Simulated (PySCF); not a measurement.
CH3BI2O. Atoms are numbered in the order given.

```xyz
8

B     -0.6504     0.0120     0.0000
I      0.2113     1.9764     0.0000
I      0.6279    -1.7321     0.0000
O     -1.9762    -0.0810     0.0000
C     -2.7550    -1.2734     0.0000
H     -2.5383    -1.8740     0.8964
H     -3.8101    -0.9719     0.0000
H     -2.5383    -1.8740    -0.8964
```
Charge 0, spin multiplicity 1.

Geometry optimised at r2SCAN-D4/def2-SVP. The def2 effective core potentials stand for the cores of I; spin–orbit coupling is left out. One conformer was computed; it need not be the lowest.

Method: ωB97X/def2-TZVP run with PySCF.

Symmetry labels are those of the subgroup Cs that the program uses (full group Cs).

Computed valence orbital energies around the gap with their symmetry:
| orbital | symmetry | energy (eV) |
|---|---|---|
| HOMO−7 | A' | -14.33 |
| HOMO−6 | A' | -13.21 |
| HOMO−5 | A" | -12.82 |
| HOMO−4 | A' | -11.11 |
| HOMO−3 | A" | -10.45 |
| HOMO−2 | A' | -10.35 |
| HOMO−1 | A" | -9.81 |
| HOMO | A' | -9.48 |
| LUMO | A" | 1.09 |
| LUMO+1 | A' | 1.59 |
| LUMO+2 | A' | 2.65 |
| LUMO+3 | A' | 3.29 |
